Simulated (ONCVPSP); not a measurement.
## Which setting gave this result? (arsenic, ONCV)

Base potential:

```
Element                 : As (Z = 33)
Generator               : ONCVPSP 4.0.1
Type                    : optimised norm-conserving Vanderbilt (ONCV)
Functional              : PBE
Relativity              : fully relativistic
Frozen core             : [Ne]
Valence charge          : 23
Reference configuration : 3s2 3p6 3d10 4s2 4p2.5 (charge +0.5)
Partial waves           : 3s+4s: rc 1.10 bohr, ncon 4, nbas 8, qcut 13.9 1/bohr, 2 projectors; 3p+4p: rc 1.00 bohr, ncon 4, nbas 7, qcut 12.3 1/bohr, 2 projectors; 3d: rc 1.00 bohr, ncon 4, nbas 9, qcut 17.2 1/bohr, 2 projectors, debl 3 Ha
Local potential         : polynomial inside 0.75 bohr (lpopt 4, dvloc0 6 Ha)
Core correction         : Teter function, fcfact 5, rcfact 1.35
```

Open shells are filled in proportion to 2j + 1.

Cutoffs, loose and tight: the cutoffs (Ha) at which the residual kinetic energy of the hardest occupied pseudo-wave falls to 1 and 0.1 mHa per electron. They do not see the model core or the augmentation charge, which bear on the density cutoff. Test errors are all-electron minus pseudo excitation energies from the reference, over the configurations 3s2 3p6 3d10 4s2 4p3; 3s2 3p6 3d10 4s2 4p2; 3s2 3p6 3d10 4s2 4p1; 3s2 3p6 3d9 4s2 4p3; variants that change the core or the reference have their own tests.

Only the scale of all radii but the core radius (base = 1) is moved:

```tsv
scale of all radii but the core radius (base = 1)	cutoff, loose	cutoff, tight	bound ghosts	largest test error (meV)
0.78	136 Ha	252 Ha	none	+42
0.84	129 Ha	143 Ha	none	+54
0.92	120 Ha	133 Ha	none	+76
0.96	116 Ha	130 Ha	s	+84
1.05	109 Ha	122 Ha	none	+114
1.12	102 Ha	115 Ha	none	+147
1.17	98 Ha	111 Ha	none	+170
1.3	86 Ha	98 Ha	none	+248
```

Q: One more run gave cutoff, loose: 93 Ha; cutoff, tight: 105 Ha; bound ghosts: none; largest test error (meV): +205. Which value of the scale of all radii but the core radius (base = 1) was used?

A: 1.25. The loose cutoff moves one way along this sweep, from 136 Ha at 0.78 to 86 Ha at 1.3, which places the run between 1.17 and 1.3.
